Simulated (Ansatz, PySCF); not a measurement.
AlH₃, SMILES [AlH3]. Atoms are numbered in the order given.

```xyz
4

Al     0.0000     0.0000     0.0000
H      1.5803     0.0000     0.0000
H     -0.7901     1.3686     0.0000
H     -0.7901    -1.3686     0.0000
```
Charge 0, spin multiplicity 1.

The structure is a stationary point at B3LYP-D3(BJ)/def2-TZVPD. The isomer is the one that the SMILES or the coordinates give; other isomers of the formula were not compared.

Two levels are set side by side: PBE-D3(BJ)/def2-TZVPD (Ansatz, a program for electronic structure) and B3LYP-D3(BJ)/def2-TZVPD (PySCF). Each level has its own optimised geometry; the coordinates shown are those of the second. Frequencies come from the Hessian of PySCF at each geometry. Differences are taken from unrounded values.

```json
[
 {"quantity": "mean bond length (Å)", "B3LYP-D3(BJ)": "1.580", "PBE-D3(BJ)": "1.596", "PBE-D3(BJ) minus B3LYP-D3(BJ)": "0.015"},
 {"quantity": "bond Al1–H2 (Å)", "B3LYP-D3(BJ)": "1.580", "PBE-D3(BJ)": "1.596", "PBE-D3(BJ) minus B3LYP-D3(BJ)": "0.015"},
 {"quantity": "bond Al1–H3 (Å)", "B3LYP-D3(BJ)": "1.580", "PBE-D3(BJ)": "1.596", "PBE-D3(BJ) minus B3LYP-D3(BJ)": "0.015"},
 {"quantity": "bond Al1–H4 (Å)", "B3LYP-D3(BJ)": "1.580", "PBE-D3(BJ)": "1.596", "PBE-D3(BJ) minus B3LYP-D3(BJ)": "0.015"},
 {"quantity": "highest harmonic wavenumber (cm⁻¹)", "B3LYP-D3(BJ)": "1938", "PBE-D3(BJ)": "1882", "PBE-D3(BJ) minus B3LYP-D3(BJ)": "-56"},
 {"quantity": "mean harmonic wavenumber (cm⁻¹)", "B3LYP-D3(BJ)": "1352", "PBE-D3(BJ)": "1307", "PBE-D3(BJ) minus B3LYP-D3(BJ)": "-46"},
 {"quantity": "zero-point energy (kcal/mol)", "B3LYP-D3(BJ)": "11.60", "PBE-D3(BJ)": "11.21", "PBE-D3(BJ) minus B3LYP-D3(BJ)": "-0.39"}
]
```

Exact exchange shortens and stiffens bonds; PBE has none. Differences between two approximate levels are no errors against the true value.
